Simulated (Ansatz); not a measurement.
Reaction (ligand exchange at a Zr–O bond): `[NH2][Zr]([NH2])([NH2])[OH]` + H–F → `[NH2][Zr]([NH2])([NH2])[F]` + H₂O

Gas-phase electronic energies from Ansatz, PBE0-D4/def2-TZVP geometries. CBS: MP2 limit from def2 TZ/QZ plus the TZ coupled-cluster correction, frozen cores. This one scheme is used for every species. DFT in def2-TZVPP. def2 core potentials past Kr. For Zr outer-core shells are correlated without core-valence functions, which leaves a few kJ/mol of doubt a bond. Each species was taken in one conformer, which may not be the lowest.

```csv
level,ΔE (kJ/mol)
r2SCAN0,-60.2
CCSD(T)/def2-TZVPP,-52.7
```

Question: What does CCSD(T)/CBS give? (Best estimate.)

Answer: Computed: -52.3 kJ/mol. The listed levels differ from it by -7.9, -0.4 kJ/mol.

Largest T1 diagnostic among the species: 0.016.

From r2SCAN to r2SCAN0 (25 % exact exchange), in def2-TZVPP and without D4, ΔE moves by +3.4 kJ/mol. In def2-TZVPP, CCSD(T) changes the Hartree–Fock value by +7.4 kJ/mol (the triples alone add +0.7 kJ/mol) and MP2 by +10.6 kJ/mol.

CCSD(T)/CBS has its own doubt, a few kJ/mol and more with outer-core shells, so smaller differences from it don't rank the levels.
